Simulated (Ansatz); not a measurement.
Harmonic frequencies (cm⁻¹) at PBE0-D4/def2-TZVP from Ansatz: 114, 133, 154, 198, 226, 418, 564, 594, 685, 716, 758, 768, 973, 998, 1088, 1246, 1456, 2704, 3104, 3190, 3577.

Each molecule was computed in one conformer, which needn't be the lowest.

(1) Which molecule is it?
A. `C#C[SiH2]C=O`
B. `OC1(F)BC1`
C. `N=C(F)[S][GeH3]`
D. `[F][Ge]1([SH])[CH2][NH]1`

Results:

(1) D.
